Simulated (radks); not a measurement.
All-electron calculation, scalar-relativistic Kohn-Sham, LDA (Slater exchange, VWN5 correlation), spin-polarised, spherical densities, finite nucleus; Fermi nuclear charge, rms radius of each element as measured or else 0.836 A^(1/3) + 0.57 fm. Program: a radial shooting solver on a logarithmic mesh with Libxc functionals. Response by self-consistent Sternheimer equations with the Hartree and adiabatic LDA kernel, the relativistic mass of each level held fixed and spin-orbit coupling left out. For heavy and open-shell atoms this level of theory can miss by tens of per cent. Rank Cd, Sn2+, I5+, Te4+, Sb3+, Cs7+, Xe6+, In+, Ba8+ (NIST ground configurations) by static dipole polarisability, largest first.

Answer. Cd 44.66, In+ 22.76, Sn2+ 14.37, Sb3+ 10.01, Te4+ 7.400, I5+ 5.690, Xe6+ 4.502, Cs7+ 3.640, Ba8+ 2.995 bohr^3.
